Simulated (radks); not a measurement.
The numbers below are computed, except where a source is named.
Spherical jellium clusters: N electrons in a uniform positive sphere of charge N and radius rs N^(1/3), rs = 3.74 bohr. Level of theory: non-relativistic Kohn-Sham, LDA (Slater exchange, Perdew-Wang correlation), spin-polarised, spherical densities (a radial shooting solver with Libxc functionals). Levels are named by radial order and angular momentum (1s, 1p, 1d, 2s, ...), and open shells are averaged over m.

N = 13, configuration 1s2 1p6 1d(up 5, down 0). This is the lowest configuration that the search found. Occupied and some empty levels:

level,occupation,eigenvalue (eV),<r> (bohr)
1s up,1,-5.4830,5.630
1s down,1,-5.0640,5.355
1p up,3,-4.3712,6.721
1p down,3,-3.8391,6.671
1d up,5,-2.9932,7.614
1d down,0,-2.4437,7.728
2s up,0,-2.4025,6.870
2s down,0,-2.1244,7.111
1f up,0,-1.4578,8.589
2p up,0,-1.0080,9.388
1f down,0,-0.96060,8.938
2p down,0,-0.76482,9.946

Energy (eV): total -22.7956, kinetic 26.130, external -614.29, Hartree 301.46, exchange-correlation -49.859, background 313.76.

Electron density:

r (bohr),n(r) (e/bohr^3)
1.01,0.002712
2.09,0.003356
3.18,0.004260
4.26,0.005098
5.34,0.005406
6.43,0.004794
7.51,0.003362
8.59,0.001805
9.68,0.0007702
10.8,0.0002851
11.8,0.00009759
12.9,0.00003179
14.0,9.947e-06
